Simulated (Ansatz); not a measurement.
Geometry optimisation, RHF/def2-SVP in Ansatz.

The input (input.yaml):

```yaml
crystal:
  periodic: [false, false, false]
  atoms:
    - { symbol: Ti, position_ang: [0.0, 0.0, 0.0] }
    - { symbol: Cl, position_ang: [0.0, 0.0, 2.72] }
    - { symbol: Cl, position_ang: [2.2349, 0.0, -0.7892] }
    - { symbol: O, position_ang: [-0.9043, 1.5667, -0.6394] }
    - { symbol: H, position_ang: [-1.8621, 1.336, -0.8617] }
    - { symbol: O, position_ang: [-0.9043, -1.5667, -0.6394] }
    - { symbol: H, position_ang: [-1.359, -2.0324, 0.133] }
    - { symbol: O, position_ang: [1.1643, 1.7558, 0.7] }
    - { symbol: H, position_ang: [1.9412, 1.4421, 1.264] }
    - { symbol: H, position_ang: [0.823, 1.2411, 1.9123] }
basis:
  gaussian: { orbitals: def2-SVP }
hamiltonian:
  xc: hf
relax:
  f_tol: 0.15
  max_steps: 25
  restrain:
    - { distance: [0, 7], at: 3.12, k: 30.0 }
    - { distance: [9, 1], at: 2.57, k: 30.0 }
    - { distance: [0, 1], at: 2.37, k: 30.0 }
    - { distance: [9, 7], at: 1.01, k: 30.0 }
output:
  orbitals: {}
```

Launched with:

```bash
$ ansatz run input.yaml --threads 4 --pin off --max-ram 5120MiB --backend cpu --events-out ev --progress --plain --runs-dir out
```

Where does it end, and by what steps?

The forces met the threshold. The restraints hold the end off the free minimum; the threshold counts their pulls, which the force column leaves out. Restrained pairs: Ti1–O8 (2.22 → 3.11 Å), Cl2–H10 (1.69 → 2.57 Å), Ti1–Cl2 (2.72 → 2.34 Å), O8–H10 (1.36 → 0.97 Å). After 11 steps the energy has fallen by 5.282 eV (the restraints' own energy left out); O8 moved furthest, 0.77 Å.

| step | energy less start (eV) | largest force component (eV/Å) | accepted |
| --- | --- | --- | --- |
| 0 | 0.0000 | 7.453 | yes |
| 1 | -1.4066 | 6.987 | yes |
| 2 | -2.6033 | 5.617 | yes |
| 3 | -3.8009 | 4.472 | yes |
| 4 | -4.8620 | 2.504 | yes |
| 5 | -5.0115 | 2.331 | yes |
| 6 | -5.2122 | 1.022 | yes |
| 7 | -5.2378 | 1.110 | yes |
| 8 | -5.2738 | 1.112 | yes |
| 9 | -5.2747 | 1.081 | yes |
| 10 | -5.2787 | 1.087 | yes |
| 11 | -5.2821 | 1.105 | yes |

```xyz
10
Properties=species:S:1:pos:R:3
Ti -0.229 -0.142 0.090
Cl -0.265 -0.229 2.428
Cl 1.814 -0.449 -0.764
O -1.068 1.203 -0.592
H -1.820 1.444 -1.112
O -1.115 -1.544 -0.366
H -1.242 -2.481 -0.348
O 1.456 2.196 1.264
H 2.339 1.924 1.062
H 1.265 1.820 2.137
```

Time of the run: 9.7 s on 4 threads of AMD EPYC 9R45 96-Core Processor (Zen 5) (shared host), peak memory 0.36 GiB.
